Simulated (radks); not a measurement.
All-electron atom: the gadolinium ion Gd2+ in [Xe] 4f7 5d1 (the NIST ground configuration).

All-electron calculation, scalar-relativistic Kohn-Sham, PBEsol, spin-polarised, spherical densities, finite nucleus; open shells are filled with parallel spins first (spin-orbit coupling, left out, can overturn this in heavy ions); Fermi nuclear charge, rms radius 5.1569 fm. Program: a radial shooting solver on a logarithmic mesh with Libxc functionals.

Energy parts (hartree):
part                       energy
total                 -11266.0924
kinetic                12094.7109
electron-nucleus      -27454.4140
Hartree                 4338.3763
exchange-correlation    -244.7656

Orbitals (lengths in bohr, moments of r in powers of bohr; r(max) is where P^2 peaks):
orbital  occ.  eigenvalue (hartree)   r(max)      <r^4>   <1/r>
1s up       1             -1840.668  0.01392  1.142e-06   71.62
1s down     1             -1840.668  0.01392  1.142e-06   71.62
2s up       1             -304.3342  0.07903  0.0001817   16.61
2s down     1             -304.3304  0.07903  0.0001817   16.61
2p up       3             -270.9431  0.06395  0.0001357   15.52
2p down     3             -270.9404  0.06395  0.0001357   15.52
3s up       1             -67.86769   0.2244   0.007051   6.093
3s down     1             -67.76911   0.2243   0.007024   6.099
3p up       3             -57.52055   0.2202   0.007392   5.729
3p down     3             -57.42247   0.2200   0.007358   5.736
3d up       5             -43.83400   0.1801   0.005906   5.437
3d down     5             -43.75790   0.1800   0.005865   5.443
4s up       1             -14.13444   0.5158     0.1733   2.571
4s down     1             -13.90943   0.5156     0.1734   2.570
4p up       3             -10.72271   0.5383     0.2271   2.363
4p down     3             -10.49944   0.5381     0.2277   2.362
4d up       5              -6.00129   0.5591     0.3579   2.083
4d down     5              -5.78035   0.5589     0.3625   2.079
4f up       7              -0.89377   0.5664      2.348   1.535
4f down     0              -0.69407   0.5692      3.305   1.494
5s up       1              -2.38030    1.191      5.746   1.002
5s down     1              -2.25297    1.204      6.104  0.9847
5p up       3              -1.54369    1.348      11.12  0.8484
5p down     3              -1.44142    1.367      12.06  0.8294
5d up       1              -0.57914    1.860      67.75  0.5550
5d down     0              -0.51779    1.914      79.34  0.5324

The highest occupied level is 5d up at -15.759 eV. The configuration is held as typed, so some empty levels lie below it. Spin moment in Bohr magnetons: 8.
